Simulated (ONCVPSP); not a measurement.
# Before and after: ONCV potential for Bi (Z = 83)

ONCVPSP 4.0.1 input, shortened (lines: element, Z, core and valence counts, functional; n l f; lmax; l rc ep ncon nbas qcut; lloc lpopt rc5 dvloc0; l nproj debl; icmod fcfact rcfact), LDA (Perdew-Zunger), fully relativistic:

```
  Bi 83.00   10    5        3      upf
    1    0    2.00
    2    0    2.00
    2    1    6.00
    3    0    2.00
    3    1    6.00
    3    2   10.00
    4    0    2.00
    4    1    6.00
    4    2   10.00
    4    3   14.00
    5    0    2.00
    5    1    6.00
    5    2   10.00
    6    0    2.00
    6    1    3.00
    3
    0    1.25    0.00    4    8    7.50
    1    1.25    0.00    4    9   10.50
    2    1.85    0.00    5   10    6.60
    3    1.50    0.32    4    7    8.30
    4    5    1.00    0.00
    0    2    2.00
    1    2    1.50
    2    2    2.20
    3    2    2.70
    1    0.40    0.00
```

Open shells are filled in proportion to 2j + 1.

Change: d: qcut 9.5.

Cutoffs: the cutoffs (Ha) at which the residual kinetic energy of the hardest occupied pseudo-wave falls to 1 and 0.1 mHa per electron; they do not see the model core or the augmentation charge, which bear on the density cutoff. Errors are all-electron minus pseudo energies relative to the spin-unpolarised reference configuration.

**Question.** Predict the effect on cutoff, ghosts and configuration errors.

**Answer.** The potential gets neither clearly harder nor softer (43 Ha and 110 Ha → 43 Ha and 110 Ha); the p channel sets the loose cutoff, while the largest relative change is in d, which becomes harder; of the 4 tests that both files solve, the error grows in 1 and shrinks in 0 by more than 15 % and 0.3 meV (median size 1.0 → 1.0 meV); neither file shows a bound ghost.

| quantity | base | changed |
| --- | --- | --- |
| cutoff, loose | 43 Ha | 43 Ha |
| cutoff, tight | 110 Ha | 110 Ha |
| loose cutoff by channel | s 39 Ha, p 43 Ha, d 23 Ha | s 39 Ha, p 43 Ha, d 28 Ha |
| bound ghosts | none | none |
| GHOST(+) flags under 300 eV | s at 141.1 eV, d5/2 at 257.6 eV | s at 141.1 eV |
| error for 5s2 5p6 5d10 6s2 6p2, meV [ΔE 8.31 eV] | +0.6 | +0.6 |
| error for 5s2 5p6 5d10 6s2 6p1, meV [ΔE 24.05 eV] | +1.3 | +1.5 |
| error for 5s2 5p6 5d10 6s2 6p0, meV [ΔE 47.99 eV] | +1.7 | +2.4 |
| error for 5s2 5p6 5d10 6s2 6p2.5, meV [ΔE 3.28 eV] | +0.3 | +0.3 |
| s: phases at 1.27 bohr within 0.05 rad from the reference energy up to (Ha; the scan ends near 5) | 3.0 | 3.0 |
| p3/2: phases at 1.27 bohr within 0.05 rad from the reference energy up to (Ha; the scan ends near 5) | to the end of the scan | to the end of the scan |
| p1/2: phases at 1.27 bohr within 0.05 rad from the reference energy up to (Ha; the scan ends near 5) | to the end of the scan | to the end of the scan |
| d5/2: phases at 1.88 bohr within 0.05 rad from the reference energy up to (Ha; the scan ends near 5) | to the end of the scan | to the end of the scan |
| d3/2: phases at 1.88 bohr within 0.05 rad from the reference energy up to (Ha; the scan ends near 5) | to the end of the scan | to the end of the scan |
| f7/2: phases at 1.53 bohr within 0.05 rad from the reference energy up to (Ha; the scan ends near 5) | to the end of the scan | to the end of the scan |
| f5/2: phases at 1.53 bohr within 0.05 rad from the reference energy up to (Ha; the scan ends near 5) | to the end of the scan | to the end of the scan |
| rms error of d²Exc/dni dnj with the model core, mHa | 2.42 | 2.43 |
